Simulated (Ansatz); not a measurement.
Cost against result

Saddle point of Si3NH9ClF, closed shell (Si₃NH₈Cl ([SiH3][N]([SiH3])[SiH2][Cl]) + HF → Si₃NH₈F ([F][SiH2][N]([SiH3])[SiH3]) + HCl; bonds formed: Si1–F7, Cl2–H6; bonds broken: Si1–Cl2, H6–F7), PBE0-D4/def2-TZVP structure:

```
15
angstrom
Si 0.6436 1.1311 0.4836
Cl 3.0080 1.6454 0.9714
N -0.3424 -0.0924 -0.2074
Si -1.1956 -1.2835 0.7472
Si -0.5577 -0.1373 -1.9401
H 2.3353 0.4062 1.6542
F 1.3869 -0.1677 1.6802
H 0.0465 1.8908 1.5928
H 0.9051 1.9697 -0.7087
H -1.3773 -0.7561 2.1218
H -0.4671 -2.5760 0.7978
H -2.5246 -1.5106 0.1223
H -0.9330 -1.5295 -2.3036
H 0.7092 0.2318 -2.6189
H -1.6369 0.7782 -2.3927
```

Barriers are electronic and count from the start structure reached by relaxing down the imaginary mode.

Program: Ansatz 0.2.0. Basis: as named in each row. Cores are frozen in the correlated methods. B3LYP uses VWN-RPA correlation. Extrapolation: Hartree–Fock as exp(−7.88 √X), correlation as X^−2.97.

Times are rough, for one single point on 4 threads of a shared host (AMD EPYC 7R13), with one NVIDIA H100 (or a share of it) where marked.

The estimate by CCSD(T) at an estimated basis limit (MP2 extrapolated from triple and quadruple zeta, plus CCSD(T) − MP2 in triple zeta) is 1.333 eV.

```csv
method,basis,time (s),barrier (eV),method less estimate
HF,STO-3G,under 1,1.524,0.191
PBE-D4,STO-3G,under 1,-0.510,-1.844
SPW92,def2-SVP,1,0.551,-0.782
PBE-D4,def2-SVP,2,0.862,-0.471
B3LYP-D4,6-31G,2,0.974,-0.359
PBE0-D4,def2-SVP,3,1.078,-0.255
PBE-D4,def2-TZVPP,5 (H100),1.026,-0.307
BHLYP-D4,def2-TZVPP,6 (H100),1.432,0.099
CAM-B3LYP-D4,def2-TZVPP,7 (H100),1.248,-0.085
SPW92,def2-TZVPP,8 (H100),0.726,-0.607
B3LYP-D4,def2-TZVPP,8 (H100),1.255,-0.078
wB97M-V,def2-SVP,9,1.077,-0.256
B2PLYP,def2-TZVPP,10 (H100),1.277,-0.056
BLYP-D4,def2-TZVPP,10 (H100),1.138,-0.196
r2SCAN-D4,def2-TZVPP,10 (H100),1.097,-0.236
PBE0-D4,def2-TZVPP,11 (H100),1.194,-0.140
r2SCAN0-D4,def2-TZVPP,11 (H100),1.222,-0.111
wB97X-V,def2-TZVPP,11 (H100),1.276,-0.058
PBE-QIDH,def2-TZVPP,12 (H100),1.288,-0.045
B97M-V,def2-TZVPP,14 (H100),1.260,-0.073
RPA on PBE,def2-TZVPP,14 (H100),1.289,-0.044
CCSD(T),def2-TZVPP,17 (H100),1.334,0.001
CCSD(T),def2-SVP,20,1.391,0.058
MP2,def2-QZVPP,20 (H100),1.299,-0.034
wB97M-V,def2-TZVPP,27 (H100),1.218,-0.115
```

All methods are single points on the PBE0-D4 structures; a negative value means that the method puts the saddle structure below the start.

The T1 diagnostic stays at or below 0.012.

Labels in which every atom is bracketed show which atoms are joined, not bond orders.
